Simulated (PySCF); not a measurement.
Run record: geometry optimisation, `CC=C=C(C)[Se]C`.

Computed with PBE0-D3(BJ)/def2-SVP geometry optimisation, gas phase (PySCF 2.14.0). Start geometry: GFN2-xTB. A driver script takes a list of jobs; this job's settings line and coordinates (Å) are shown.

Input:
```
{"job": {"xc": "PBE0", "basis": "def2-SVP", "d3": "d3bj", "grid": 2, "kind": "geom"}, "charge": 0, "multiplicity": 1}
C     -2.337578    -0.956850     0.341556
C     -1.285167    -0.370232    -0.550133
C     -0.295323     0.363524    -0.131325
C      0.701247     1.058397     0.316723
C      0.741146     2.544153     0.496305
Se     2.364502     0.169930     0.821678
C      1.830369    -1.665371     0.458194
H     -2.148550    -0.705725     1.382388
H     -2.353815    -2.041770     0.233893
H     -3.320883    -0.580105     0.059992
H     -1.402180    -0.569645    -1.609767
H      1.536210     2.971685    -0.114888
H     -0.209524     2.987443     0.209174
H      0.951491     2.786018     1.538412
H      0.944687    -1.898618     1.043929
H      2.656903    -2.309138     0.746461
H      1.619467    -1.771666    -0.603041
```

Output:
```
step   0  E = -2635.13081627  max force = 0.020513
step   1  E = -2635.13277514  max force = 0.004130
step   2  E = -2635.13284775  max force = 0.000839
step   3  E = -2635.13285745  max force = 0.000736
step   4  E = -2635.13286304  max force = 0.000392
optimisation converged
```

Energies in Eh; «max force» is the largest Cartesian gradient component in Eh/bohr.

Problem. Give the first gradient maximum in eV/Å.

Solution. With 1 Eh/bohr = 51.422 eV/Å, 1.055 eV/Å.

Problem. How much energy does the optimisation release, in kJ/mol?

Solution. E(step 0) − E(last step) = 0.002047 Eh, which is 5.4 kJ/mol.

Main results: final energy -2635.13286 Eh after 4 steps; dipole 1.33 D.

Time: 72 s wall; peak memory 0.88 GiB. Hardware: one thread of an Arm Neoverse V1 (shared host).
Labels such as C1 count atoms from 1, the log's own numbers from 0.
